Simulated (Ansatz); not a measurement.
C4H11Ga, SMILES `C[CH2][GaH][CH2]C`, 16 atoms. Total charge 0; spin multiplicity 1. Correlated methods include outer-core shells of Ga, which these sets cover unevenly. Scalar relativity is left out up to krypton. All runs use 4 threads of an Arm Neoverse V1 on a shared host. Correlated methods freeze the cores.

Question: How many basis functions does each run have, and how long does it take in Ansatz? RKS PBE0-D4/def2-TZVP frequencies; RKS ωB97M-V/def2-QZVPP energy; RKS CAM-B3LYP-D4/def2-TZVPP energy; RKS BLYP-D4/def2-TZVPP energy; RHF-CCSD(T)/def2-SVP energy; RKS LC-ωPBE/def2-TZVPP energy; RKS ωB97M-V/def2-SVP energy; RKS PBE0-D4/def2-TZVP relaxation (42 steps); direct RPA on PBE orbitals/def2-TZVPP energy; RKS r2SCAN-D4/def2-TZVPP energy and forces; RKS PBE0-D4/def2-QZVPP energy; RHF-MP2/def2-QZVPP energy. (Estimate.)

Answer: Computed: Other jobs shared the machine, so times are rough.

| level | job | functions | wall time | peak host memory (GiB) |
| --- | --- | --- | --- | --- |
| RKS BLYP-D4/def2-TZVPP | energy | 326 | 3.7 s | 0.5 |
| RKS LC-ωPBE/def2-TZVPP | energy | 326 | 5 s | 0.76 |
| RKS CAM-B3LYP-D4/def2-TZVPP | energy | 326 | 7.5 s | 1.2 |
| RKS ωB97M-V/def2-SVP | energy | 143 | 8 s | 0.56 |
| RKS r2SCAN-D4/def2-TZVPP | energy and forces | 326 | 9 s | 0.53 |
| direct RPA on PBE orbitals/def2-TZVPP | energy | 326 | 11 s | 1.1 |
| RKS PBE0-D4/def2-QZVPP | energy | 647 | 19 s | 2.8 |
| RHF-CCSD(T)/def2-SVP | energy | 143 | 26 s | 1.2 |
| RKS ωB97M-V/def2-QZVPP | energy | 647 | 38 s | 3.5 |
| RHF-MP2/def2-QZVPP | energy | 647 | 54 s | 6.1 |
| RKS PBE0-D4/def2-TZVP | relaxation (42 steps) | 238 | 4 min | 0.89 |
| RKS PBE0-D4/def2-TZVP | frequencies | 238 | 6.4 min | 0.86 |

LC-ωPBE has ω = 0.4 bohr⁻¹.
